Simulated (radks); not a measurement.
Task: Species: the rhodium ion Rh3+. Configuration: [Kr] 4d6 (the NIST ground configuration). All-electron calculation, scalar-relativistic Kohn-Sham, LDA (Slater exchange, VWN5 correlation), spin-polarised, spherical densities, point nucleus; open shells are filled with parallel spins first (spin-orbit coupling, left out, can overturn this in heavy ions). Program: a radial shooting solver on a logarithmic mesh with Libxc functionals. Some entries of the table are withheld. Estimate them.

orbital  occ.  eigenvalue (Ry)  <1/r> (bohr^-1)
1s up       1        -1693.830            47.00
1s down     1        -1693.830            47.00
2s up       1        -247.9690            10.64
2s down     1        -247.9180            10.64
2p up       3        -222.6602            10.31
2p down     3        -222.6201            10.31
3s up       1        -46.49797            3.705
3s down     1        -46.46190            3.705
3p up       3        -38.18137            3.531
3p down     3        -38.14214            3.531
3d up       5        -24.84594            3.306
3d down     5        -24.79376            3.307
4s up       1         -8.80236            1.414
4s down     1         -8.58822            1.419
4p up       3         -6.42427            1.272
4p down     3         -6.20331            1.276
4d up       5         -3.00858           0.9708
4d down     1         -2.79302           0.9632
5s up       0         -2.24914           0.5410
5s down     0         -2.13336           0.5244
5p up       0         -1.70444           0.4658
5p down     0         -1.61940           0.4479
5d up       0         -0.99091              (1)
5d down     0         -0.95414              (2)
4f up       0         -0.73235           0.3177
4f down     0         -0.68701           0.2805

Result: 
(1) 5d up <1/r> (bohr^-1): 0.3391
(2) 5d down <1/r> (bohr^-1): 0.3256
